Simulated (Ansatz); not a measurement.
Input and output for IrPt3⁻.

```yaml
crystal:
  periodic: [false, false, false]
  atoms:
    - {symbol: Ir, position_ang: [-0.463808, -0.061482, 0.311311]}
    - {symbol: Pt, position_ang: [0.811419, -1.003332, -1.601303]}
    - {symbol: Pt, position_ang: [-1.069631, -0.404451, 2.534891]}
    - {symbol: Pt, position_ang: [0.722011, 1.469265, -1.244899]}
basis:
  gaussian: {orbitals: def2-TZVP}
total_charge: -1
magnetization: {spin_polarized: true, initial_magnetization: 0}
hamiltonian: {xc: {name: B97M-V}, pseudopotentials: {relativity: scalar}}
output: {forces: true}
```

```sh
$ ansatz run in.yaml --threads 4 --pin off --events-out ev --progress --plain --max-ram 3916MiB
```

Shortened log:

```
Functional definition: B97M-V
1540 factors; their error is unknown
mean field evaluation 1: about -12580.0333 eV, gradient 2.0e1 eV
mean field evaluation 2: about -12208.1610 eV, gradient 2.3e2 eV
mean field evaluation 4: about -12554.1896 eV, gradient 6.8e1 eV
mean field evaluation 8: about -12581.9687 eV, gradient 1.8e-1 eV
mean field evaluation 16: about -12582.0110 eV, gradient 7.8e-1 eV
mean field evaluation 32: about -12582.1340 eV, gradient 1.2e-3 eV
mean field evaluation 64: about -12523.6817 eV, gradient 2.1e2 eV
mean field evaluation 96: about -12539.6195 eV, gradient 2.4e2 eV
mean field evaluation 128: about -12551.6327 eV, gradient 2.6e2 eV
mean field evaluation 160: about -12550.5305 eV, gradient 2.5e2 eV
mean field evaluation 192: about -12558.2892 eV, gradient 2.7e2 eV
mean field evaluation 224: about -12544.0367 eV, gradient 2.6e2 eV
mean field evaluation 256: about -12560.6175 eV, gradient 2.8e2 eV
mean field evaluation 288: about -12537.3168 eV, gradient 2.4e2 eV
mean field evaluation 320: about -12510.3008 eV, gradient 1.7e2 eV
mean field evaluation 352: about -12540.9111 eV, gradient 2.5e2 eV
mean field evaluation 384: about -12545.2914 eV, gradient 2.5e2 eV
mean field evaluation 416: about -12542.3648 eV, gradient 2.4e2 eV
mean field evaluation 448: about -12552.7187 eV, gradient 2.7e2 eV
mean field evaluation 480: about -12582.0265 eV, gradient 7.2e-1 eV
mean field evaluation 512: about -12582.1167 eV, gradient 3.4e-1 eV
mean field evaluation 544: about -12582.0586 eV, gradient 6.8e-1 eV
mean field evaluation 576: about -12581.3872 eV, gradient 5.3e0 eV
mean field evaluation 608: about -12582.0900 eV, gradient 1.4e0 eV
mean field -12582.13396719 eV, -462.3848948173 hartree, gradient 2.6e-6 eV, S^2 1.004345; 16 other end points of the search recorded, 0 dependent functions left out
reference -12582.13402097 eV, -462.3848967939 hartree; 36, 36 occupied and 124, 124 virtual orbitals, 1540 factors
Total energy: -12582.13402097 eV, -462.3848967939 hartree
Relativity: scalar
Atom 0 at    -0.463808    -0.061482     0.311311 Å, force     0.047922     0.037927    -0.253869 eV/Å
Atom 1 at     0.811419    -1.003332    -1.601303 Å, force     0.031290     0.045228    -0.052385 eV/Å
Atom 2 at    -1.069631    -0.404451     2.534891 Å, force    -0.113365    -0.057277     0.369175 eV/Å
Atom 3 at     0.722011     1.469265    -1.244899 Å, force     0.034152    -0.025878    -0.062920 eV/Å
Dipole moment:     0.250705     0.068467    -0.412259 e Å
```

Run time 87 s (4 threads of AMD EPYC 9R45 on a shared host), peak host memory 0.98 GiB.

In the def2 sets Ir, Pt take a core potential; there is no spin–orbit coupling. The highest occupied level of an anion often lies above zero with these methods, and sets without diffuse functions describe the outer electron poorly. The unrestricted singlet has broken spin symmetry (⟨S²⟩ up to 1.00).

The dipole of an ion depends on the origin.
